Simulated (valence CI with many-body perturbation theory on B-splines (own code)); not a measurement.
**Tc3+: one-electron terms**

Calculated by configuration interaction combined with many-body perturbation theory (CI+MBPT): four valence electrons over a frozen Dirac-Fock core [Kr], radial functions for each j: 9 s, 9 p, 10 d, 8 f, 5 g, 3 h, 1 i, with the one-electron correlation potential Σ1, the two-electron term Σ2, the three-electron term Σ3, Breit, model QED; selected CI, second order for the rest, scaled by the run's own slope (own B-spline code, finite nucleus).

No measured levels were compared; by estimate terms of the open shell hold to 2 to 4 % of their energy, and close levels can change places; different configurations can be misplaced against each other by 1,000 to 8,000 cm⁻¹. Core correlation moves these levels by up to 14000 cm⁻¹, and in measured spectra 5 to 20 % of such shifts remained as error; rates that hang on mixing are uncertain with them. Among the levels kept, up to 380 cm⁻¹ of a level comes from second order outside the variational space, and about a tenth of that is noise between levels of different J, which matters for small intervals. Only levels of the ground parity were solved; by the run's estimate the other parity begins above the list, which can be wrong where configurations are misplaced.

These are the spectroscopic orbitals of the CI (the correlating ones are not listed), shaped by the core and the other valence electrons. h is the expectation value of the core's Dirac-Fock operator, without the valence repulsion; Σ1 is computed up to l = 3 at one energy for each symmetry, that of its lowest orbital but kept below the first core excitation, so for empty shells it is not the orbital's own correlation shift; Breit and QED include the response of the core.

| Orbital | h (hartree) | Σ1 (cm⁻¹) | Breit (cm⁻¹) | QED (cm⁻¹) | ⟨r⟩ (bohr) |
| --- | --- | --- | --- | --- | --- |
| 5s1/2 | -2.3826 | -6758 | 68.1 | 76.3 | 2.600 |
| 6s1/2 | -1.2806 | -1559 | 20.5 | 22.4 | 5.100 |
| 7s1/2 | -0.81671 | -703 | 10.3 | 11.2 | 8.186 |
| 5p1/2 | -2.0205 | -4276 | 81.6 | -5.7 | 3.033 |
| 6p1/2 | -1.1424 | -1340 | 33.2 | -2.3 | 5.661 |
| 7p1/2 | -0.74371 | -637 | 17.3 | -1.2 | 8.928 |
| 5p3/2 | -1.9915 | -4001 | 43.3 | -0.6 | 3.082 |
| 6p3/2 | -1.1303 | -1273 | 17.9 | -0.3 | 5.724 |
| 7p3/2 | -0.73769 | -610 | 9.8 | -0.1 | 8.998 |
| 4d3/2 | -3.1676 | -12950 | -0.3 | -47.1 | 1.506 |
| 5d3/2 | -1.445 | -1626 | 6.7 | -5.5 | 4.156 |
| 6d3/2 | -0.88675 | -703 | 3.6 | -2.5 | 7.262 |
| 4d5/2 | -3.1516 | -12703 | -101 | -38.8 | 1.517 |
| 5d5/2 | -1.4403 | -1614 | -7.2 | -4.3 | 4.172 |
| 6d5/2 | -0.88457 | -699 | -2.8 | -1.9 | 7.282 |
| 4f5/2 | -1.3775 | -2608 | -8.2 | -1.2 | 3.988 |
| 5f5/2 | -0.88822 | -1603 | -6.4 | -1.0 | 7.118 |
| 4f7/2 | -1.3783 | -2581 | -9.0 | -1.1 | 3.985 |
| 5f7/2 | -0.88847 | -1580 | -7.1 | -0.9 | 7.116 |
| 5g7/2 | -0.8029 |  | 0.0 | 0.0 | 6.839 |
| 5g9/2 | -0.80291 |  | 0.0 | 0.0 | 6.838 |

Among the shells of the start configuration 4d4, Σ1 is largest in size for 4d3/2, where it is 1.9 % of h.

Lowest root of each symmetry, sizes in configuration state functions:

```
J  Parity  Roots  Reference  Variational  Second order  Change by selected CI (cm⁻¹)  Change by second order (cm⁻¹)
0    even      7         21        34950        528963                         -6884                            -14
1    even     11         44        31642       1444750                         -6813                            -57
2    even     16         64        30235       1947847                         -6755                            -90
3    even     12         58        29391       2503986                         -6718                           -125
4    even     13         50        29174       2563014                         -6746                           -119
5    even      6         29        30460       2177544                         -8633                           -141
6    even      3         15        29632       1604436                         -8679                            -83
```
